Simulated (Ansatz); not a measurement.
Geometry optimisation, RKS PBE/def2-SVP in Ansatz 0.2.0.

The input (input.yaml):

```yaml
crystal:
  periodic: [false, false, false]
  atoms:
    - { symbol: O, position_ang: [-0.8911, 1.2411, 1.4593] }
    - { symbol: B, position_ang: [-0.8042, 0.1316, 0.5583] }
    - { symbol: As, position_ang: [-0.42255, 0.50291, -1.40911] }
    - { symbol: "N", position_ang: [-1.00867, -1.31077, 1.06393] }
    - { symbol: As, position_ang: [-2.62048, -1.98391, 0.46488] }
    - { symbol: H, position_ang: [-0.02, 1.4809, 1.7672] }
    - { symbol: H, position_ang: [-1.99434, 0.81919, -1.67792] }
    - { symbol: H, position_ang: [-0.64692, -0.99795, -1.79961] }
    - { symbol: H, position_ang: [-0.97925, -1.2287, 2.10985] }
    - { symbol: H, position_ang: [-2.51754, -3.20446, 1.38141] }
    - { symbol: H, position_ang: [-3.39607, -1.13762, 1.55393] }
basis:
  gaussian: { orbitals: def2-SVP }
hamiltonian:
  xc: pbe
relax:
  f_tol: 0.015
  max_steps: 40
```

Command:

```bash
$ ansatz run input.yaml --threads 2 --pin off --max-ram 3072MiB --backend cpu --events-out ev --progress --plain --runs-dir out
```

**Question.** Where does it end, and by what steps?

**Answer.** It converged. After 28 steps the energy has fallen by 1.247 eV; H7 moved furthest, 1.91 Å.

| step | energy less start (eV) | largest force component (eV/Å) | accepted |
| --- | --- | --- | --- |
| 0 | 0.0000 | 3.566 | yes |
| 1 | -0.4267 | 1.523 | yes |
| 2 | -0.6106 | 2.272 | yes |
| 3 | -0.8901 | 1.321 | yes |
| 4 | -1.0139 | 0.778 | yes |
| 5 | -1.0918 | 1.217 | yes |
| 6 | -1.1527 | 0.690 | yes |
| 7 | -1.1734 | 0.491 | yes |
| 8 | -1.1836 | 0.188 | yes |
| 9 | -1.1908 | 0.067 | yes |
| 10 | -1.1942 | 0.026 | yes |
| 11 | -1.1945 | 0.254 | yes |
| 12 | -1.1978 | 0.108 | yes |
| 13 | -1.2034 | 0.044 | yes |
| 14 | -1.2083 | 0.301 | yes |
| 15 | -1.2062 | 0.438 | no |
| 16 | -1.2121 | 0.192 | yes |
| 17 | -1.2181 | 0.073 | yes |
| 18 | -1.2206 | 0.324 | yes |
| 19 | -1.2262 | 0.201 | yes |
| 20 | -1.2374 | 0.065 | yes |
| 21 | -1.2433 | 0.057 | yes |
| 22 | -1.2342 | 0.472 | no |
| 23 | -1.2449 | 0.060 | yes |
| 24 | -1.2461 | 0.055 | yes |
| 25 | -1.2465 | 0.069 | yes |
| 26 | -1.2469 | 0.043 | yes |
| 27 | -1.2472 | 0.023 | yes |
| 28 | -1.2472 | 0.007 | yes |

```xyz
11
Properties=species:S:1:pos:R:3
O -0.406 1.122 1.414
B -0.910 0.080 0.667
As -0.537 -0.121 -1.382
N -1.633 -0.927 1.361
As -2.356 -2.465 0.577
H 0.033 1.791 0.864
H -0.173 1.374 -1.535
H -1.999 0.147 -1.782
H -1.754 -0.799 2.372
H -1.837 -3.479 1.626
H -3.730 -2.410 1.291
```

Run time: 60 s on 2 threads of AMD EPYC 9R14 (Zen 4), on a shared host, peak memory 0.22 GiB.
